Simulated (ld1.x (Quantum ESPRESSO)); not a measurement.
u(r) = r·R(r): atom against pseudo-atom (magnesium (Mg))

Columns: radius, all-electron u(r) and pseudo u(r) of the 2s shell (level -79.30 eV) of magnesium in the configuration [He] 2s2 2p6 3s2 3p0; PBEsol, non-relativistic, TM scheme, ld1.x (Quantum ESPRESSO) 7.5.

```tsv
r (bohr)	all-electron	pseudo
0.047	0.5224	-0.1253
0.095	0.5046	-0.2535
0.142	0.2571	-0.3797
0.190	-0.0677	-0.5093
0.237	-0.3783	-0.6362
0.285	-0.6522	-0.7644
0.332	-0.8658	-0.8850
0.380	-1.0273	-0.9981
0.427	-1.1351	-1.0924
0.475	-1.2013	-1.1650
0.522	-1.2310	-1.2082
0.570	-1.2328	-1.2225
0.617	-1.2133	-1.2102
0.665	-1.1773	-1.1768
0.712	-1.1306	-1.1306
0.760	-1.0752	-1.0752
0.807	-1.0161	-1.0161
0.855	-0.9531	-0.9531
0.902	-0.8907	-0.8907
0.950	-0.8274	-0.8274
0.997	-0.7668	-0.7668
1.045	-0.7072	-0.7072
1.092	-0.6514	-0.6514
1.140	-0.5974	-0.5974
1.187	-0.5476	-0.5476
1.235	-0.5001	-0.5001
```

Question: How many radial nodes do the two functions have?

Answer: The all-electron 2s function has n − l − 1 = 1; the pseudo-wave has 0, since the states of the same l below it are removed with the core.

Question: At about which radius was the pseudo-wave matched?

Answer: 0.75 bohr. The columns agree to 0.0005 from 0.67 bohr on; several derivatives are matched, so the curves merge somewhat inside the radius.

Question: Is the pseudo-wave norm-conserving?

Answer: Yes: the TM scheme keeps the norm inside the radius equal to the all-electron one, which fixes the energy derivative of the logarithmic derivative at the level.
